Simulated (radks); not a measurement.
All-electron atom: Au4+ in [Xe] 4f14 5d7. Calculated with a radial shooting solver on a logarithmic mesh with Libxc functionals: Dirac Kohn-Sham, HCTH/407, spin-unpolarised, spherical densities, finite nucleus; open shells fill j = l - 1/2 first; Fermi nuclear charge, rms radius 5.4371 fm.

Spin-orbit splittings of the eigenvalues, e(l+1/2) - e(l-1/2), with zeta = 2 splitting/(2l+1) and mean radii in bohr:

shell  occ.  splitting (eV)  zeta (eV)  <r> j=l-1/2  <r> j=l+1/2
2p        6            1835       1223      0.05798      0.06652
3p        6           405.3      270.2       0.1735       0.1892
3d       10           87.29      34.92       0.1647       0.1695
4p        6           97.41      64.94       0.4090       0.4430
4d       10           18.19      7.277       0.4511       0.4622
4f       14           3.856      1.102       0.4925       0.4993
5p        6           17.13      11.42       0.9891        1.079
5d        7           2.034     0.8137        1.352        1.390
6p        0           2.665      1.777        2.453        2.629
